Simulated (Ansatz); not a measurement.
`[CH3][GeH]([OH])[F]` → `[CH3][Ge][F]` + H₂O at 400 K and 1 bar (germylene formation by 1,1-elimination).

Calculated with Ansatz (gas phase, PBE0-D4/def2-TZVP geometries, no zero-point term in ΔE). CCSD(T)/CBS is the MP2 limit (def2-TZVPP, def2-QZVPP) plus CCSD(T) − MP2 in def2-TZVPP, frozen cores. This one scheme is used for every species. For Ge outer-core shells are correlated without core-valence functions, which leaves a few kJ/mol of doubt a bond. Scalar relativity is left out up to krypton. Each species was taken in one conformer, which may not be the lowest.

| species | CCSD(T)/CBS energy (Eh) | H − E (kJ/mol) | S (J/(mol·K)) |
| --- | --- | --- | --- |
| `[CH3][GeH]([OH])[F]` | -2292.21807 | 189.8 | 365.1 |
| `[CH3][Ge][F]` | -2215.78112 | 118.9 | 321.3 |
| H₂O | -76.37941 | 69.8 | 198.6 |

H − E and S are ideal-gas, rigid-rotor, harmonic terms from PBE0-D4/def2-TZVP, for one conformer and one mirror image of each species. 1 Eh = 2625.50 kJ/mol, R = 8.31446 J/(mol·K).

Q: By hand: ΔE, ΔH, ΔS and ΔG.

A: ΔE = (-2215.78112) + (-76.37941) − (-2292.21807) = 0.05754 Eh = 151.1 kJ/mol. Δ(H − E) = 118.9 + 69.8 − 189.8 = -1.1, so ΔH = 150.0 kJ/mol. ΔS = 321.3 + 198.6 − 365.1 = 154.8 J/(mol·K). ΔG = 150.0 − 400 × (154.8)/1000 = 88.1 kJ/mol.

Q: By hand: the equilibrium constant, and the temperature at which ΔG would vanish if ΔH and ΔS stayed fixed.

A: log₁₀ K = −ΔG/(RT ln 10) = -11.5. ΔG = 0 at ΔH/ΔS = 969 K.

The number of gas molecules changes by +1, which sets the sign of ΔS. A doubt of 5 kJ/mol in ΔE shifts log₁₀ K by 0.7 here. Other conformers and mirror images would add mixing entropy, several J/(mol·K) or more a flexible species. These are equilibria of isolated gas molecules and say nothing of rates. Largest T1 diagnostic: 0.013 (customary marks: 0.02 for closed shells, 0.045 for open ones).
